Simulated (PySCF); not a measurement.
Computed structure and properties of Ce(NH2)3

System: Ce(NH2)3 (singlet in the valence; each metal's 4f electrons, 1 of them, lie in its core potential, out of spins and levels); start: displaced along the imaginary mode (C1). Method: PySCF 2.14.0, RKS PBE0, Ce lcecp-1-SVP with ECP47, N def2-SVP, H def2-SVP; non-relativistic Hamiltonian with scalar-relativistic core potentials where named; density fitting; no spin-orbit coupling.

Input of the relaxation:

```python
mol = gto.M(atom='''
Ce     0.00000    -0.00000    -0.00000
N      2.31441     0.00004    -0.00447
H      2.93844    -0.24987     0.80502
H      2.95094     0.24998    -0.80376
N     -1.15724     2.00432    -0.00974
H     -1.63440     2.44088     0.80576
H     -1.31039     2.65942    -0.80302
N     -1.15717    -2.00436     0.01421
H     -1.43462    -2.59491     0.80239
H     -1.50997    -2.50550    -0.80639''',
    basis={'Ce': 'lcecp-1-SVP', 'N': 'def2-SVP', 'H': 'def2-SVP'},
    ecp={'Ce': 'lcecp-1-SVP'},
    charge=0, spin=0)
mf = dft.RKS(mol, xc='PBE0')
mf.grids.atom_grid = (50, 194)  # f atoms: unpruned, at least (60, 302)
mf = mf.density_fit()  # fitting sets: Ce AutoAux, N def2-universal-JKFIT, H def2-universal-JKFIT
mf.conv_tol = 1e-08; mf.max_cycle = 55
mf.kernel(dm0)  # dm0: converged density of the start geometry
# quasi-Newton relaxation in Cartesian coordinates to a largest gradient under 0.00045 Eh/bohr, steps kept in the point group
```

Run from Python with OMP_NUM_THREADS=2; the lines above give its settings. Where DIIS fails, smearing, a level shift and second-order steps follow.
It took 4.5 min on 2 threads of Arm Neoverse V1, on a shared host, from the converged density of the start.

Course of the relaxation:

```
step  energy above end (eV)  largest force component within the symmetry (eV/Å)
   0                 0.9628                                               1.130
   1                 0.8337                                               0.199
   2                 0.6864                                               0.735
   3                 0.6481                                               1.472
   4                 0.5072                                               0.993
   5                 0.4700                                               0.751
   6                 0.4158                                               0.648
   7                 0.3637                                               0.339
  41                 0.0006                                               0.040
  42                 0.0004                                               0.025
  43                 0.0003                                               0.035
  44                 0.0002                                               0.027
  45                 0.0001                                               0.024
  46                 0.0000                                               0.022
```
(The steps between are left out.)

Relaxed geometry (nearly C3v):

```xyz
10

Ce   -0.0080   -0.0190   -0.1638
N     2.2670   -0.0045   -0.0101
H     2.8884   -0.8022    0.1395
H     2.8838    0.8098   -0.0425
N    -1.1362    1.9615   -0.2430
H    -2.1450    2.1189   -0.2074
H    -0.7225    2.8956   -0.2640
N    -1.1398   -1.9663    0.1903
H    -0.7369   -2.8912    0.3531
H    -2.1509   -2.1026    0.2479
```

| contact | Å |
| --- | --- |
| Ce1–N2 (NH2) | 2.280 |
| Ce1–N5 (NH2) | 2.281 |
| Ce1–N8 (NH2) | 2.280 |

On the finer grid (75, 302):

The HOMO is -5.84 eV and the LUMO is -1.07 eV. The dipole about the centre of mass is 0.53 D, the set of Mulliken populations of Ce1 outside the core potential is s 2.15, p 6.26, d 1.53, f 0.07 and the D3(BJ) dispersion energy (not in the energies) is -0.148 eV.

| atom | Mulliken (e) | Löwdin (e) | spin (e) |
| --- | --- | --- | --- |
| Ce1 | 0.99 | 0.67 | 0.00 |
| N2 | -0.57 | -0.35 | 0.00 |
| H3 | 0.12 | 0.06 | 0.00 |
| H4 | 0.12 | 0.06 | 0.00 |
| N5 | -0.57 | -0.35 | 0.00 |
| H6 | 0.12 | 0.06 | 0.00 |
| H7 | 0.12 | 0.06 | 0.00 |
| N8 | -0.57 | -0.35 | 0.00 |
| H9 | 0.12 | 0.06 | 0.00 |
| H10 | 0.12 | 0.06 | 0.00 |

The 4f levels lie in the core potential and are missing. Their spin isn't counted.

No frequency check is given for this geometry.

Taking off one NH2 (charge -1, singlet; the rest: singlet) in vacuum, both parts rigid, costs 10.11 eV; the small basis without counterpoise inflates it. Most of it is the attraction of opposite charges; other ways to part are cheaper, and one spin state was tried for the rest.

Rigid scan of NH2 along the line from its metal:

```json
{"distance to N2 (Å)": "1.98", "energy (eV)": "0.878"}
{"distance to N2 (Å)": "2.08", "energy (eV)": "0.341"}
{"distance to N2 (Å)": "2.18", "energy (eV)": "0.074"}
{"distance to N2 (Å)": "2.28", "energy (eV)": "0.000"}
{"distance to N2 (Å)": "2.38", "energy (eV)": "0.061"}
{"distance to N2 (Å)": "2.48", "energy (eV)": "0.214"}
{"distance to N2 (Å)": "2.68", "energy (eV)": "0.682"}
{"distance to N2 (Å)": "2.98", "energy (eV)": "1.531"}
{"distance to N2 (Å)": "3.38", "energy (eV)": "2.616"}
{"distance to N2 (Å)": "3.88", "energy (eV)": "3.703"}
```

One start shape was tried, so this needn't be the lowest isomer.

An lcecp potential fixes the number of 4f electrons, so in runs with it no electron can move into or out of that shell.
